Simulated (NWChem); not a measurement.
# C2H4BNO2; SMILES CB(O)N=C=O

```xyz
10

B     -0.0768     0.9573    -0.0021
C      1.2453     1.8131    -0.0002
H      1.8880     1.5211    -0.8465
H      1.8274     1.5966     0.9111
H      1.0821     2.9004    -0.0504
N      0.0026    -0.4733    -0.0012
C     -0.0051    -1.6666    -0.0003
O      0.0073    -2.8357     0.0005
O     -1.3265     1.4837     0.0005
H     -1.3189     2.4455    -0.0002
```
Atoms are numbered in this order, from 1.

Program: NWChem. Medium grid unless said otherwise, to which SCAN and Minnesota functionals are sensitive. Coordinates come from a PBE0/def2-SVP optimisation.

Task: Order these by “dipole (D)”, lowest first: B97-D/def2-SVP; revPBE/def2-SVP; r2SCAN/def2-SVP; BHandHLYP/def2-SVP; LC-wPBE (HJS exchange hole, range parameter 0.4 per bohr)/def2-SVP.

Result: revPBE/def2-SVP (3.37), B97-D/def2-SVP (3.46), r2SCAN/def2-SVP (3.56), LC-wPBE (HJS exchange hole, range parameter 0.4 per bohr)/def2-SVP (3.64), BHandHLYP/def2-SVP (3.75)
